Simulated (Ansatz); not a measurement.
## Energy profile

The step: ZnNH₂Cl ([NH2][Zn][Cl]) + H₂O → ZnHClO ([OH][Zn][Cl]) + NH₃ (still joined by a long Zn–N bond); bonds formed: N2–H4; dative contacts that become bonds: Zn1–O5; bonds broken: H4–O5; bonds weakened to dative contacts: Zn1–N2 (atoms numbered as in the saddle structure below).

Zn1  (-0.837, 0.301, -0.618)
N2  (0.975, -0.432, -0.443)
Cl3  (-2.623, 0.744, -1.664)
H4  (0.586, -0.040, 0.785)
O5  (-0.280, 0.561, 1.312)
H6  (1.103, -1.419, -0.621)
H7  (1.748, 0.059, -0.871)
H8  (-0.673, 0.226, 2.119)
(Å)

Electronic energies by CCSD(T) at an estimated basis limit (MP2 extrapolated from triple and quadruple zeta, plus CCSD(T) − MP2 in triple zeta), on PBE0-D4/def2-TZVP structures; ZnNH$_{4}$ClO, singlet; no counterpoise correction. Computed with Ansatz 0.2.0 (basis: def2-TZVPP and def2-QZVPP); correlated methods freeze the cores. The 3s and 3p shells of Cu and Zn are frozen; filled d shells are correlated. Extrapolation: Hartree–Fock as exp(−7.88 √X), correlation as X^−2.97.

Question: Give the profile in kcal/mol, counted from the separated reactants. (An estimate is asked for; the value comes from the calculation.)

Answer: By the calculation:
```
                                                                                                            point  kcal/mol
separated: ZnNH$_{2}$Cl (linked as [NH2][Zn][Cl]; Zn1, N2, Cl3, H6, H7; singlet) + H$_{2}$O (H4, O5, H8; singlet)      0.00
                                                                                                  start structure    -12.04
                                                                                                           saddle     -5.78
                                                                                                    end structure    -27.19
       separated: ZnHClO (linked as [OH][Zn][Cl]; Zn1, Cl3, O5, H8; singlet) + NH$_{3}$ (N2, H4, H6, H7; singlet)     -4.77
```
The saddle lies below the separated reactants: the barrier is submerged.

No T1 diagnostic of these runs exceeds 0.016.

The step is the kind of ligand exchange by which a precursor binds to a hydroxyl group, or is hydrolysed, in atomic layer deposition of oxides.

For scale, one of the runs: CCSD(T)/def2-TZVPP, 224 basis functions, launched by `ansatz run in.yaml --threads 8 --pin off --events-out ev --progress --plain --max-ram 19148MiB`. Hardware: 8 CPU threads of an Intel Xeon 6975P-C, shared host. Wall time 23 s; peak host memory 3.9 GiB.
